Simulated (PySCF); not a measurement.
C4H8OSi.
SMILES with atom numbers: `[CH2:1]=[C:2]1[CH2:3][C@@H:4]1[O:5][SiH3:6]` (hydrogens: H7, H8 on C1; H9, H10 on C3; H11 on C4; H12, H13, H14 on Si6)

Level of theory: PySCF, PBE0-D3(BJ)/def2-SVP geometry optimisation, gas phase.

Some entries are withheld. Bonds in one row agree within 0.01 Å.

```json
{"coordinate": "C1=C2", "value": "1.323 Å"}
{"coordinate": "C2–C3", "value": "1.468 Å"}
{"coordinate": "C3–C4", "value": "?"}
{"coordinate": "C4–O5", "value": "?"}
{"coordinate": "O5–Si6", "value": "?"}
{"coordinate": "C2–C4", "value": "1.459 Å"}
{"coordinate": "C1–H7", "value": "1.094 Å"}
{"coordinate": "C1–H8", "value": "1.094 Å"}
{"coordinate": "C3–H9", "value": "1.096 Å"}
{"coordinate": "C3–H10", "value": "1.097 Å"}
{"coordinate": "C4–H11", "value": "1.101 Å"}
{"coordinate": "Si6–H12", "value": "1.497 Å"}
{"coordinate": "Si6–H13, Si6–H14", "value": "1.491 Å"}
{"coordinate": "C1–C2–C3", "value": "148.9°"}
{"coordinate": "C1–C2–C4", "value": "148.0°"}
{"coordinate": "C3–C2–C4", "value": "62.9°"}
{"coordinate": "C2–C3–C4", "value": "?"}
{"coordinate": "C3–C4–O5", "value": "120.4°"}
{"coordinate": "C2–C4–C3", "value": "?"}
{"coordinate": "C2–C4–O5", "value": "119.2°"}
{"coordinate": "C4–O5–Si6", "value": "?"}
```

**Question.** Fill in the missing values.

**Answer.** 
- C3–C4 = 1.528 Å, drawn single (allylic carbon to sp3 carbon bound to oxygen); 0.01 Å above the sum of covalent radii, 1.52 Å.
- C4–O5 = 1.387 Å, drawn single (sp3 carbon bound to oxygen to silyl ether oxygen); 0.03 Å below the sum of covalent radii, 1.42 Å.
- O5–Si6 = 1.672 Å, drawn single (silyl ether oxygen to oxygen-bound silicon); 0.10 Å below the sum of covalent radii, 1.77 Å.
- C2–C3–C4 = 58.3°, at the allylic carbon, inside a 3-membered ring; the outer atoms are 1.459 Å apart.
- C2–C4–C3 = 58.8°, at the sp3 carbon bound to oxygen, inside a 3-membered ring; the outer atoms are 1.468 Å apart.
- C4–O5–Si6 = 122.0°, at the silyl ether oxygen; the outer atoms are 2.678 Å apart.

Radii are Cordero's, carbon taken as 0.76, 0.73 or 0.69 Å for four, three, and two or fewer neighbours.

Stationary, but not proved a minimum. The numbers are those of one conformer (C3–C4–O5–Si6 81°).
